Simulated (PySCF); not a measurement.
Ionisation energy of Ga by level of theory

Ga [Ar] 3d10 4s2 4p1 (2P) → Ga+ [Ar] 3d10 4s2 (1S), as a difference of total energies. Calculation: PySCF 2.14, in aug-cc-pVDZ-PP with ECP10MDF (5s4p3d, 32 functions); scalar relativity through the core potential. Correlated levels: valence: 3s2 3p6 3d10 frozen. The calculations carry no spin-orbit coupling.

```csv
method,ionisation energy (eV),error (eV)
UHF,5.521,-0.410
M06-2X,5.804,-0.127
PBE0,5.946,+0.015
MP2 (valence),5.673,-0.258
SCS-MP2 (valence),5.651,-0.280
CCSD (valence),5.738,-0.193
CCSD(T) (valence),5.753,-0.178
```

Reference: 5.931 eV (measured; NIST levels, between the centres of gravity of the two terms).

Errors of the correlated levels include the incompleteness of this basis and the frozen core.
